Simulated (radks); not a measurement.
Initial-state core-level shifts of neutral cadmium when its valence configuration changes from [Kr] 4d10 5s2. Method: scalar-relativistic Kohn-Sham, PBE, spin-unpolarised, spherical densities, finite nucleus; Fermi nuclear charge, rms radius 4.6087 fm; computed with a radial shooting solver on a logarithmic mesh with Libxc functionals. Shifts are changes of the shell-averaged eigenvalues in eV (positive: less bound); the change of the density at the nucleus, which sets a Mossbauer isomer shift, is in e/bohr^3, on a base of 1.637e+05.

valence                2s       3s       3p       4p  density at nucleus
4d10 5s1 5p1       -1.916   -1.938   -1.938   -1.987              -20.14
4d8 5s2 5p2       -14.462  -14.156  -14.157  -12.500              +29.58
4d9 5s1 5p2        -8.739   -8.643   -8.643   -7.968              -11.19
4d9 5p3           -10.176  -10.102  -10.101   -9.441              -39.68
4d9.5 5s2 5p0.5    -3.591   -3.542   -3.542   -3.230               +7.24
4d10 5p2           -3.529   -3.576   -3.575   -3.669              -43.90
4d9 5s2 5p1        -7.166   -7.050   -7.050   -6.358              +14.52
4d10 5s1.5 5p0.5   -1.013   -1.024   -1.024   -1.050               -9.53
4d9.5 5p2.5        -6.804   -6.799   -6.798   -6.548              -41.95
